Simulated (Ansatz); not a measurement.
C5H8, SMILES `CC1(C)C=C1` (charge 0, multiplicity 1).

Calculation: Ansatz (a first-principles code) with LC-ωPBE/cc-pVTZ // B3LYP-D3(BJ)/def2-TZVP.

Ansatz 0.2 input:
```yaml
crystal:
  periodic: [false, false, false]
  atoms:
    - { symbol: C, position_ang: [-0.238489, 1.306669, -0.605783] }
    - { symbol: C, position_ang: [0.106348, -0.03155, 0.026195] }
    - { symbol: C, position_ang: [-1.111386, -0.906308, 0.273338] }
    - { symbol: C, position_ang: [1.307504, -0.148082, 0.925512] }
    - { symbol: C, position_ang: [1.442489, -0.667595, -0.24822] }
    - { symbol: H, position_ang: [-0.736766, 1.167787, -1.570045] }
    - { symbol: H, position_ang: [-0.920934, 1.876826, 0.031834] }
    - { symbol: H, position_ang: [0.656365, 1.907737, -0.768956] }
    - { symbol: H, position_ang: [-1.638267, -1.117749, -0.662106] }
    - { symbol: H, position_ang: [-1.82248, -0.408731, 0.939768] }
    - { symbol: H, position_ang: [-0.828522, -1.856716, 0.726529] }
    - { symbol: H, position_ang: [1.72804, 0.070157, 1.892252] }
    - { symbol: H, position_ang: [2.056098, -1.192444, -0.960318] }
basis:
  gaussian: { orbitals: cc-pVTZ }
hamiltonian:
  xc: lc_wpbe
```

Output:

```
Functional definition: LC-wPBE
1300 factors; their error is unknown
438 factors; integrals over basis functions are off by at most 2.1e-5 eV
mean field evaluation 1: about -5306.9059 eV, gradient 4.5e1 eV
mean field evaluation 2: about -5309.6501 eV, gradient 2.8e1 eV
mean field evaluation 4: about -5311.4260 eV, gradient 1.8e0 eV
mean field evaluation 8: about -5311.4413 eV, gradient 2.7e-2 eV
mean field evaluation 16: about -5311.4124 eV, gradient 2.6e-5 eV
mean field -5311.41239800 eV, -195.1908054220 hartree, gradient 2.6e-5 eV, S^2 0.000000; 0 other end points of the search recorded, 0 dependent functions left out
reference -5311.41239801 eV, -195.1908054223 hartree; 19, 19 occupied and 243, 243 virtual orbitals, 1300 factors
Total energy: -5311.41239801 eV, -195.1908054223 hartree
```
